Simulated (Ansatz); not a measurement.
Geometry optimisation, Ansatz, RKS B3LYP/STO-3G.

The input (input.yaml):

```yaml
crystal:
  periodic: [false, false, false]
  atoms:
    - { symbol: C, position_ang: [-0.544, 0.929, 1.4738] }
    - { symbol: C, position_ang: [0.4046, -0.075, 0.981] }
    - { symbol: B, position_ang: [0.36107, -1.44118, 1.84619] }
    - { symbol: "N", position_ang: [1.60761, -1.9232, 2.50343] }
    - { symbol: C, position_ang: [-0.90503, -2.40802, 1.77482] }
    - { symbol: F, position_ang: [-1.98863, -1.7747, 2.39682] }
    - { symbol: H, position_ang: [-0.3926, 1.1836, 2.543] }
    - { symbol: H, position_ang: [-1.595, 0.6222, 1.3309] }
    - { symbol: H, position_ang: [-0.4612, 1.9411, 0.9439] }
    - { symbol: H, position_ang: [0.18098, -0.27446, -0.09797] }
    - { symbol: H, position_ang: [1.42763, 0.38164, 1.03475] }
    - { symbol: H, position_ang: [1.84069, -1.13375, 3.2358] }
    - { symbol: H, position_ang: [2.36021, -1.93181, 1.93128] }
    - { symbol: H, position_ang: [-1.18426, -2.57902, 0.72979] }
    - { symbol: H, position_ang: [-0.66659, -3.34296, 2.29224] }
basis:
  gaussian: { orbitals: STO-3G }
hamiltonian:
  xc: b3lyp
relax:
  f_tol: 0.015
  max_steps: 40
```

Launched with:

```bash
$ ansatz run input.yaml --threads 1 --pin off --max-ram 2048MiB --backend cpu --events-out ev --progress --plain --runs-dir out
```

Where does it end, and by what steps?

The run converged. Limits of this set-up: minimal basis. After 23 steps the energy has fallen by 2.590 eV; H13 moved furthest, 1.29 Å.

```tsv
step	energy less start (eV)	largest force component (eV/Å)	accepted
0	0.0000	6.214	yes
1	-0.7137	1.439	yes
2	-0.8698	0.483	yes
3	-0.9861	1.477	yes
4	-1.1923	1.592	yes
5	-1.4556	2.356	yes
6	-1.7848	1.577	yes
7	-2.0447	1.266	yes
8	-2.2684	2.251	yes
9	-2.4819	0.882	yes
10	-2.3402	1.584	no
11	-2.5433	0.636	yes
12	-2.5724	0.130	yes
13	-2.5824	0.166	yes
14	-2.5861	0.145	yes
15	-2.5868	0.158	yes
16	-2.5886	0.068	yes
17	-2.5894	0.045	yes
18	-2.5898	0.039	yes
19	-2.5901	0.068	yes
20	-2.5902	0.063	yes
21	-2.5904	0.027	yes
22	-2.5904	0.017	yes
23	-2.5904	0.010	yes
```

```xyz
15
Properties=species:S:1:pos:R:3
C -0.729 0.953 1.632
C 0.457 0.117 1.050
B 0.505 -1.334 1.705
N 1.675 -1.832 2.264
C -0.810 -2.278 1.716
F -2.036 -1.578 1.518
H -0.529 1.248 2.674
H -1.632 0.317 1.614
H -0.906 1.867 1.044
H 0.292 0.009 -0.037
H 1.406 0.666 1.171
H 2.573 -1.307 2.281
H 1.763 -2.769 2.707
H -0.708 -3.050 0.911
H -0.876 -2.857 2.671
```

Whether the end is a true minimum wasn't checked by a vibrational analysis.

The run took 110 s on 1 thread of Intel(R) Xeon(R) Platinum 8375C CPU @ 2.90GHz (Ice Lake), on a shared host, peak memory 0.16 GiB.
